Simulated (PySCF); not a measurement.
C₃H₆GeO, SMILES [OH][GeH2][CH2]C#C.

Geometry: B3LYP-D3(BJ)/def2-SVP. This is a generated structure with no PubChem entry under its InChIKey; it may be hypothetical. Other conformers were not sampled.

Vertical ionisation energy (IE) and electron affinity (EA) in eV. Rows of orbital energies are one-electron estimates. Where ΔSCF, EOM or ADC give a negative EA the extra electron is unbound and the value depends on the basis.

| level | IE | EA |
|---|---|---|
| −ε(HOMO), −ε(LUMO), CAM-B3LYP/def2-TZVP (PySCF) | 8.78 | -1.11 |
| −ε(HOMO), −ε(LUMO), PBE/def2-TZVP (PySCF) | … | … |

Question: What belongs in the gaps? (Estimate from the structure and the level; the computed values follow.)

Answer: 
- −ε(HOMO), −ε(LUMO), PBE/def2-TZVP (PySCF), IE: 6.30
- −ε(HOMO), −ε(LUMO), PBE/def2-TZVP (PySCF), EA: 0.71
